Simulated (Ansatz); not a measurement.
Several settings on one geometry of AlCl2I (AlICl₂) (that of the charge 0 singlet, PBE0-D4/def2-SVP). Ansatz on 4 threads of Arm Neoverse V1 on a shared host; times are rough.

```xyz
4

Al    0.041    0.068    0.000
Cl    2.124    0.064    0.012
Cl   -0.959    1.896   -0.018
I    -1.206   -2.029    0.006
```

Totals from different functionals, basis sets or treatments of relativity can't be compared as stabilities.

DK, ANO-RCC and x2c sets are all-electron and run with scalar relativity unless a key says otherwise. In the def2 sets I takes a core potential; there is no spin–orbit coupling. Correlated methods freeze 19 core orbitals; core or outer-core shells of I are correlated, in sets that lack core-valence functions.

Give the basis size and estimate the energy, ⟨S²⟩, dipole and time of these runs.

```tsv
run	method	charge	state	further keys
1	RKS ωB97X/ANO-RCC-VTZP	0	singlet	point_charges: [{charge: 0.50, position_ang: [5.764, -0.077, 0.068]}]; scf: {lower_state_search: full}; forces asked
2	UKS ωB97M-V/def2-TZVPP	0	singlet	fitting: {mean_field: def2-universal-jkfit}; scf: {omitted_lower_state_checks: [starts]}; forces asked
3	RHF, ccsd_t/def2-TZVP	0	singlet	diis_vectors: 4; scf: {omitted_lower_state_checks: [starts]}
4	RKS PBEsol-D3(BJ)/def2-TZVPP	0	singlet	scf: {omitted_lower_state_checks: [starts]}
```


| run | functions | energy (Eh) | ⟨S²⟩ | dipole (D) | wall time |
| --- | --- | --- | --- | --- | --- |
| 1 | 170 | -8282.2713 | – | 1.61 | 24 s |
| 2 | 176 | -1460.7088 | 0.00 | 0.56 | 14 s |
| 3 | 161 | -1458.7927 | – | – | 33 s |
| 4 | 176 | -1458.1281 | – | – | 1.4 s |
